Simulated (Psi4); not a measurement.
thiophene (C$_{4}$H$_{4}$S), singlet, geometry from GFN2-xTB; FNO-CCSD(T)/STO-3G (Psi4).

Input for Psi4:
```
memory 2 GB

molecule mol {
0 1
S     0.008638   -0.007341    1.192886
C     0.002988    1.225833   -0.005095
C    -0.003171   -1.225678   -0.020136
C    -0.007387    0.715073   -1.261196
C    -0.010941   -0.699498   -1.269875
H     0.007731    2.253480    0.299008
H    -0.003601   -2.256990    0.271334
H    -0.012358    1.318248   -2.151350
H    -0.018915   -1.291672   -2.167363
}

set {
  basis sto-3g
  reference rhf
}

energy('fno-ccsd(t)')
print_variables()
```

Task: Predict the main parts of the log of this Psi4 run.

Result: 
```
   => Loading Basis Set <=

    Name: STO-3G
    Role: ORBITAL
    Keyword: BASIS

         ---------------------------------------------------------
                                   SCF
               by Justin Turney, Rob Parrish, Andy Simmonett
                          and Daniel G. A. Smith
                              RHF Reference
         ---------------------------------------------------------

  ==> Geometry <==

    Molecular point group: c1
    Full point group: C1

    Geometry (in Angstrom), charge = 0, multiplicity = 1:

       Center              X                  Y                   Z               Mass
    ------------   -----------------  -----------------  -----------------  -----------------
         S            0.008320306132    -0.007070767009     1.149010261278    31.972071174400
         C            0.002670306132     1.226103232991    -0.048970738722    12.000000000000
         C           -0.003488693868    -1.225407767009    -0.064011738722    12.000000000000
         C           -0.007704693868     0.715343232991    -1.305071738722    12.000000000000
         C           -0.011258693868    -0.699227767009    -1.313750738722    12.000000000000
         H            0.007413306132     2.253750232991     0.255132261278     1.007825032230
         H           -0.003918693868    -2.256719767009     0.227458261278     1.007825032230
         H           -0.012675693868     1.318518232991    -2.195225738722     1.007825032230
         H           -0.019232693868    -1.291401767009    -2.211238738722     1.007825032230

  Running in c1 symmetry.

  Rotational constants: A =      0.27299  B =      0.18059  C =      0.10869 [cm^-1]
  Rotational constants: A =   8183.94711  B =   5414.01064  C =   3258.42877 [MHz]
  Nuclear repulsion =  203.525783796517032

  Charge       = 0
  Multiplicity = 1
  Electrons    = 44
  Nalpha       = 22
  Nbeta        = 22

  ==> Algorithm <==

  SCF Algorithm Type is PK.
  DIIS enabled.
  MOM disabled.
  Fractional occupation disabled.
  Guess Type is SAD.
  Energy threshold   = 1.00e-08
  Density threshold  = 1.00e-08
  Integral threshold = 1.00e-12

  ==> Primary Basis <==

  Basis Set: STO-3G
    Blend: STO-3G
    Number of shells: 21
    Number of basis functions: 33
    Number of Cartesian functions: 33
    Spherical Harmonics?: true
    Max angular momentum: 1

  ==> Integral Setup <==

  Using in-core PK algorithm.
   Calculation information:
      Number of atoms:                   9
      Number of AO shells:              21
      Number of primitives:             63
      Number of atomic orbitals:        33
      Number of basis functions:        33

      Integral cutoff                 1.00e-12
      Number of threads:                 1

  Performing in-core PK
  Using 315282 doubles for integral storage.
  We computed 24277 shell quartets total.
  Whereas there are 26796 unique shell quartets.

  ==> DiskJK: Disk-Based J/K Matrices <==

    J tasked:                  Yes
    K tasked:                  Yes
    wK tasked:                  No
    Schwarz Cutoff:          1E-12

  Minimum eigenvalue in the overlap matrix is 1.7781123913E-01.
  Reciprocal condition number of the overlap matrix is 7.1339616271E-02.
    Using symmetric orthogonalization.

  ==> Pre-Iterations <==

  SCF Guess: Superposition of Atomic Densities via on-the-fly atomic UHF (no occupation information).

   -------------------------
    Irrep   Nso     Nmo
   -------------------------
     A         33      33
   -------------------------
    Total      33      33
   -------------------------

  ==> Iterations <==

                        Total Energy        Delta E     RMS |[F,P]|

   @RHF iter SAD:  -542.06551660126195   -5.42066e+02   0.00000e+00
   @RHF iter   1:  -545.06931811744096   -3.00380e+00   4.77672e-03 DIIS/ADIIS
   @RHF iter   2:  -545.08656546403597   -1.72473e-02   1.91527e-03 DIIS/ADIIS
   @RHF iter   3:  -545.08927380505440   -2.70834e-03   5.22296e-04 DIIS/ADIIS
[...]
   @RHF iter   9:  -545.08984518771956   -4.12911e-10   4.00849e-08 DIIS
   @RHF iter  10:  -545.08984518772104   -1.47793e-12   5.26789e-09 DIIS
  Energy and wave function converged.

  ==> Post-Iterations <==

    Orbital Energies [Eh]
    ---------------------

    Doubly Occupied:

[...]
      22A     -0.257142

    Virtual:

[...]
    Final Occupation by Irrep:
              A
    DOCC [    22 ]
    NA   [    22 ]
    NB   [    22 ]

  @RHF Final Energy:  -545.08984518772104

   => Energetics <=

    Nuclear Repulsion Energy =            203.5257837965170324
    One-Electron Energy =               -1156.4849516308865987
    Two-Electron Energy =                 407.8693226466484703
    Total Energy =                       -545.0898451877210391

Computation Completed

Properties will be evaluated at   0.000000,   0.000000,   0.000000 [a0]

Properties computed using the SCF density matrix

 Multipole Moments:

 ------------------------------------------------------------------------------------
     Multipole            Electronic (a.u.)      Nuclear  (a.u.)        Total (a.u.)
 ------------------------------------------------------------------------------------

 L = 1.  Multiply by 2.5417464519 to convert [e a0] to [Debye]
 Dipole X            :          0.0270730           -0.0264175            0.0006555
 Dipole Y            :         -0.0230074            0.0224504           -0.0005569
 Dipole Z            :          3.7387112           -3.6481909            0.0905203
 Magnitude           :                                                    0.0905243

 ------------------------------------------------------------------------------------

 MINTS: Wrapper to libmints.
   by Justin Turney

   Calculation information:
      Number of threads:                 1
      Number of atoms:                   9
      Number of AO shells:              21
      Number of SO shells:              21
      Number of primitives:             63
      Number of atomic orbitals:        33
      Number of basis functions:        33

      Number of irreps:                  1
      Integral cutoff                 1.00e-12
      Number of functions per irrep: [  33 ]

 OEINTS: Overlap, kinetic, potential, dipole, and quadrupole integrals
         stored in file 35.

      Computed 147712 non-zero two-electron integrals.
        Stored in file 33.

Traceback (most recent call last):
  File "psi4", line 375, in <module>
  File "<string>", line 30, in <module>
  File "site-packages/psi4/driver/driver.py", line 533, in energy
  File "site-packages/psi4/driver/procrouting/proc.py", line 939, in select_fnoccsd_t_
  File "site-packages/psi4/driver/procrouting/proc.py", line 5712, in run_fnocc

RuntimeError:
Fatal Error: ndocc must be less than nvirt
The most recent 5 function calls were:

psi::PsiException::PsiException(std::__cxx11::basic_string<char, std::char_traits<char>, std::allocator<char> >, char const*, int)

Printing out the relevant lines from the Psithon --> Python processed input file:
    H    -0.018915   -1.291672   -2.167363
    ""","mol")
    core.IO.set_default_namespace("mol")
    core.set_global_option("BASIS", "sto-3g")
    core.set_global_option("REFERENCE", "rhf")
--> energy('fno-ccsd(t)')
    print_variables()

!----------------------------------------------------------------------------------!
!                                                                                  !
! Fatal Error: ndocc must be less than nvirt                                       !
! The most recent 5 function calls were:                                           !
! psi::PsiException::PsiException(std::__cxx11::basic_string<char,                 !
!     std::char_traits<char>, std::allocator<char> >, char const*, int)            !
!                                                                                  !
!----------------------------------------------------------------------------------!
```

The run crashed.
